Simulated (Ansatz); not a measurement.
C₂H₄BNO₂, SMILES OB1C=NCO1.

Coordinates come from a B3LYP-D3(BJ)/def2-SVP optimisation. The structure was generated by enumeration, and PubChem lists no compound with its InChIKey, so it may never have been made. The values are those of a single conformer.

Two levels are set side by side: PBE/def2-SVPD (Ansatz, a program for electronic structure) and CAM-B3LYP/def2-SVPD (Ansatz). Energy differences of separate SCF runs at the same geometry; the states with an electron removed or added have multiplicity 2 and 2. Differences are taken from unrounded values.

```
quantity                           CAM-B3LYP   PBE  PBE minus CAM-B3LYP
---------------------------------  ---------  ----  -------------------
vertical ionisation energy (eV)        10.31  9.91                -0.41
vertical singlet–triplet gap (eV)       3.88  3.74                -0.14
```
